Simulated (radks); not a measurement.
Results of a calculation; reference values are marked as such.
Hg7+, 73 electrons, occupied as [Xe] 4f14 5d5. Code: a radial shooting solver on a logarithmic mesh with Libxc functionals. Model: scalar-relativistic Kohn-Sham, PBEsol, spin-polarised, spherical densities, finite nucleus; open shells are filled with parallel spins first (spin-orbit coupling, left out, can overturn this in heavy ions); Fermi nuclear charge, rms radius 5.4648 fm.

Radial electron density D(r) = 4 pi r^2 rho(r):

```
   r/bohr * D(r) (the largest magnitude, 150, reaches the edge; | marks zero)
0.0008291 |  *
0.0009499 |   *
 0.001088 |    *
 0.001257 |     *
  0.00144 |      *
 0.001663 |       *
 0.001905 |         *
 0.002183 |           *
 0.002521 |             *
 0.002888 |                *
 0.003309 |                  *
 0.003821 |                      *
 0.004378 |                         *
 0.005016 |                            *
 0.005793 |                               *
 0.006637 |                                  *
 0.007665 |                                     *
 0.008781 |                                       *
  0.01006 |                                        *
  0.01162 |                                        *
  0.01331 |                                       *
  0.01525 |                                      *
  0.01761 |                                    *
  0.02018 |                                   *
  0.02312 |                                   *
   0.0267 |                                     *
  0.03059 |                                         *
  0.03533 |                                             *
  0.04047 |                                                  *
  0.04637 |                                                     *
  0.05355 |                                                      *
  0.06135 |                                                    *
  0.07029 |                                               *
  0.08118 |                                           *
    0.093 |                                          *
   0.1074 |                                            *
   0.1231 |                                                *
    0.141 |                                                  *
   0.1628 |                                                *
   0.1865 |                                         *
   0.2137 |                                 *
   0.2468 |                            *
   0.2828 |                            *
    0.324 |                               *
   0.3741 |                                 *
   0.4286 |                              *
    0.495 |                       *
   0.5672 |                *
   0.6498 |           *
   0.7504 |         *
   0.8597 |       *
    0.985 |      *
    1.138 |    *
    1.303 |   *
    1.493 | *
    1.724 |*
    1.976 *
    2.282 *
    2.614 *
    2.995 *
    3.459 *
    3.963 *
```

D(r) has 4 maxima, at r = 0.0110, 0.0510, 0.142, 0.368 bohr, and minima at 0.0213, 0.0915, 0.261 bohr, inside which lie 1.88, 11.01, 30.04 electrons.
